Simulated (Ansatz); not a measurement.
A nudged elastic band was laid between two geometries of Cl2H2Sn (5 atoms, charge 0, multiplicity 1).

All numbers below come from RKS PBE/def2-SVP in Ansatz.

- movable images: 5
- climbing image: yes
- spring: 5.0 eV/Å²
- optimiser: quadratic models (default)
- start path: through a guess of the saddle point
- force threshold: 0.05 eV/Å
- iteration limit: 60
- end points: relaxed

Initial state:

```xyz
5
Properties=species:S:1:pos:R:3
Sn 0.363 0.041 0.076
Cl 0.705 -0.023 2.416
H 1.905 -0.076 -0.678
H -0.626 1.407 -0.267
Cl -0.868 -1.895 -0.502
```

Final state:

```xyz
5
Properties=species:S:1:pos:R:3
Sn 0.501 0.835 -0.859
Cl 1.405 -0.079 1.669
H 0.742 -1.059 0.948
H -1.022 1.374 -0.051
Cl -0.148 -1.618 -0.662
```

Question: What changes between the two ends?

Answer: Bonds broken: Sn1–H3. Bonds formed: Cl2–H3.

Question: What energy profile does the band end with?

Answer: The run converged. The highest image is number 2 of 0 to 6, 1.51 eV above the first end and 1.01 eV above the last; the last end lies 0.50 eV above the first. A vibrational analysis at the climbing image gives one clearly imaginary mode, 841i cm⁻¹: a first-order saddle point. The orbitals stay closed-shell, which can raise the energy where a bond breaks towards radicals; this wasn't checked here.

```json
{"image": "0", "path coordinate (Å)": "0.00", "energy (eV)": "0.00", "Sn1–H3 (Å)": "1.72", "Cl2–H3 (Å)": "3.32"}
{"image": "1", "path coordinate (Å)": "0.70", "energy (eV)": "0.52", "Sn1–H3 (Å)": "1.70", "Cl2–H3 (Å)": "2.58"}
{"image": "2", "path coordinate (Å)": "1.41", "energy (eV)": "1.51", "Sn1–H3 (Å)": "1.80", "Cl2–H3 (Å)": "1.82"}
{"image": "3", "path coordinate (Å)": "2.27", "energy (eV)": "0.83", "Sn1–H3 (Å)": "2.73", "Cl2–H3 (Å)": "1.31"}
{"image": "4", "path coordinate (Å)": "3.13", "energy (eV)": "0.74", "Sn1–H3 (Å)": "3.36", "Cl2–H3 (Å)": "1.30"}
{"image": "5", "path coordinate (Å)": "3.98", "energy (eV)": "0.66", "Sn1–H3 (Å)": "3.14", "Cl2–H3 (Å)": "1.30"}
{"image": "6", "path coordinate (Å)": "4.84", "energy (eV)": "0.50", "Sn1–H3 (Å)": "2.63", "Cl2–H3 (Å)": "1.39"}
```

Question: What is the geometry of the highest image?

Answer: 
```xyz
5
Properties=species:S:1:pos:R:3:forces:R:3
Sn 0.279 0.072 -0.413 0.00 0.00 0.00
Cl 1.265 -0.008 2.044 0.00 0.00 0.00
H 1.901 -0.092 0.338 0.00 0.00 0.00
H -0.894 1.360 -0.294 0.00 0.00 0.00
Cl -1.074 -1.878 -0.629 0.00 0.00 0.00
```

Question: What are the harmonic wavenumbers there?

Answer: 841i, 84, 275, 355, 436, 472, 584, 1561, 1781 cm⁻¹.

Time of the run: 2 min on 1 thread of Arm Neoverse V2, with other jobs on the host, peak memory 0.12 GiB.
